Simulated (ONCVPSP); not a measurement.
## ruthenium (Ru): one change to an ONCV potential, before and after

Ru (Z = 44), optimised norm-conserving Vanderbilt (ONCV), made with ONCVPSP 4.0.1 (PBE, scalar-relativistic). Core [Ar] 3d10, reference 4s2 4p6 4d7 5s1. Waves: 4s+5s: rc 1.60 bohr, ncon 3, nbas 8, qcut 8.2 1/bohr, 2 projectors; 4p: rc 1.85 bohr, ncon 3, nbas 6, qcut 7.7 1/bohr, 3 projectors, debl 2.9 Ha; 4d: rc 1.85 bohr, ncon 4, nbas 8, qcut 8.9 1/bohr, 2 projectors, debl 2.4 Ha. Local part: polynomial inside 1.50 bohr (lpopt 5, dvloc0 0 Ha). Core correction: none.

All-electron outer shells of the reference configuration (PBE, scalar-relativistic, ld1.x):

| shell | level (eV) | outermost node (bohr) | outermost maximum (bohr) |
| --- | --- | --- | --- |
| 3d | -273.12 | – | 0.30 |
| 4s | -76.37 | 0.48 | 0.92 |
| 4p | -46.42 | 0.49 | 0.98 |
| 4d | -5.20 | 0.48 | 1.21 |
| 5s | -4.24 | 1.24 | 2.73 |

Change: d: rc 1.6, qcut 10.3.

Cutoffs: the cutoffs (Ha) at which the residual kinetic energy of the hardest occupied pseudo-wave falls to 1 and 0.1 mHa per electron; they do not see the model core or the augmentation charge, which bear on the density cutoff. Errors are all-electron minus pseudo energies relative to the spin-unpolarised reference configuration.

Problem. Predict the effect on cutoff, ghosts and configuration errors.

Solution. The potential gets harder (24 Ha and 29 Ha → 27 Ha and 34 Ha); of the 4 tests that both files solve, the error grows in 1 and shrinks in 1 by more than 15 % and 0.3 meV (median size 0.8 → 0.8 meV); neither file shows a bound ghost.

```tsv
quantity	base	changed
cutoff, loose	24 Ha	27 Ha
cutoff, tight	29 Ha	34 Ha
loose cutoff by channel	s 22 Ha, p 15 Ha, d 24 Ha	s 22 Ha, p 15 Ha, d 27 Ha
bound ghosts	none	none
GHOST(+) flags under 300 eV	none	none
error for 4s2 4p6 4d7 5s0, meV [ΔE 7.29 eV]	-1.6	-1.6
error for 4s2 4p6 4d6 5s0, meV [ΔE 25.48 eV]	-2.1	-1.1
error for 4s2 4p6 4d5 5s0, meV [ΔE 56.10 eV]	-0.1	+0.2
error for 4s2 4p6 4d6 5s1, meV [ΔE 10.11 eV]	-0.1	+0.6
s: phases at 1.62 bohr within 0.05 rad from the reference energy up to (Ha; the scan ends near 5)	to the end of the scan	to the end of the scan
p: phases at 1.88 bohr within 0.05 rad from the reference energy up to (Ha; the scan ends near 5)	to the end of the scan	to the end of the scan
```
